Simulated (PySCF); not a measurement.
A structure optimised at PBE-D3(BJ)/def2-SVP, used in a PySCF frequency run:

```
C
H 1 1.1138
C 1 1.4679 2 107.22
C 3 1.2238 2 151.15 1 -178.22
H 4 1.0806 2 160.77 1 179.28
C 1 1.5406 2 108.81 3 -120.86
H 6 1.1063 1 109.61 2 -174.52
H 6 1.1069 7 109.21 1 122.20
H 6 1.1087 7 108.11 8 117.94
C 1 1.5502 2 106.77 3 118.12
H 10 1.1118 1 107.62 2 61.09
H 10 1.1201 11 106.59 1 115.30
N 10 1.4566 11 108.67 12 124.64
H 13 1.0265 10 110.24 11 -60.32
H 13 1.0296 14 106.28 10 118.02
```

**Question.** Write its SMILES and formula.

**Answer.** C#C[C@@H](C)CN, C5H9N

**Question.** What are its rotational constants (standard atomic weights)?

**Answer.** 4.4832, 2.8768, 2.1489 GHz
